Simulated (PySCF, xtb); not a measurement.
HgBr₂, SMILES [Br][Hg][Br].

xtb with GFN2-xTB at its own geometry gives an orbital gap of 4.43 eV and a dipole moment of 0.00 D.

Geometry: ωB97X-D3(BJ)/def2-SVP. The isomer is the one that the SMILES or the coordinates give; other isomers of the formula were not compared. The def2 effective core potentials stand for the cores of Hg; spin–orbit coupling is left out.

Q: What does PySCF with B3LYP/def2-TZVPD give? (An estimate is asked for; the answer gives what the named calculation found.)

A: gap 5.35 eV (levels -8.16 and -2.81 eV), dipole 0.00 D.
